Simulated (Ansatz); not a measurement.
The pair A = CH6AlN (SMILES C[NH][AlH2]) (first 9 atoms), B = NH3 (SMILES N); geometry from B3LYP-D3(BJ)/def2-TZVP.
(charge 0, multiplicity 1):
```xyz
13

C     -0.5006    -0.4074     1.5620
N     -0.3529     0.2877     0.2915
Al     0.8170    -0.0088    -1.0056
H     -0.3564     0.2577     2.4199
H      0.2462    -1.2001     1.6360
H     -1.4854    -0.8762     1.6654
H     -1.0347     1.0262     0.1867
H      0.7365     0.9115    -2.2839
H      1.8611    -1.1720    -0.7904
N     -0.0745     0.1597     5.4383
H      0.4395    -0.5582     4.9407
H     -1.0403     0.1027     5.1360
H      0.2860     1.0560     5.1314
```

Cores are frozen in the correlated methods. MP2 and its Hartree–Fock in aug-cc-pV(T+d)Z are density fitted.

Programs: Ansatz (a program for electronic structure). Values without a source in brackets are computed.

The counterpoise-corrected interaction energy is E(AB) − E(A in the pair's basis) − E(B in the pair's basis). Total energies (hartree):

```
level                              AB  A in the pair's basis  B in the pair's basis
-----------------------  ------------  ---------------------  ---------------------
HF/aug-cc-pV(D+d)Z       -393.9604613           -337.7559603            -56.2054705
MP2/aug-cc-pV(D+d)Z      -394.5694067           -338.1642676            -56.4051050
HF/aug-cc-pV(T+d)Z       -394.0104326           -337.7911243            -56.2202667
MP2/aug-cc-pV(T+d)Z      -394.7396244           -338.2788148            -56.4606058
CCSD(T)/aug-cc-pV(D+d)Z  -394.6450158           -338.2191888            -56.4255994
```

Work out the counterpoise-corrected interaction energy at the basis-set limit: extrapolate the MP2 correlation part as X⁻³, take Hartree–Fock from the larger set, and add the CCSD(T) − MP2 difference of aug-cc-pV(D+d)Z.


1. Differences (1 hartree = 627.509 kcal/mol): HF/aug-cc-pV(D+d)Z 0.608; MP2/aug-cc-pV(D+d)Z -0.021; HF/aug-cc-pV(T+d)Z 0.601; MP2/aug-cc-pV(T+d)Z -0.128; CCSD(T)/aug-cc-pV(D+d)Z -0.143.
2. Correlation parts, MP2 less HF: -0.630 in aug-cc-pV(D+d)Z (X = 2), -0.729 in aug-cc-pV(T+d)Z (X = 3).
3. Limit (3³·(-0.729) − 2³·(-0.630))/(3³ − 2³) = -0.771; with HF/aug-cc-pV(T+d)Z it gives -0.170.
4. CCSD(T) less MP2 in aug-cc-pV(D+d)Z: -0.121.
Result: -0.29 kcal/mol, against -0.02 at MP2/aug-cc-pV(D+d)Z. It is an estimate of this method's limit, not of the exact value.
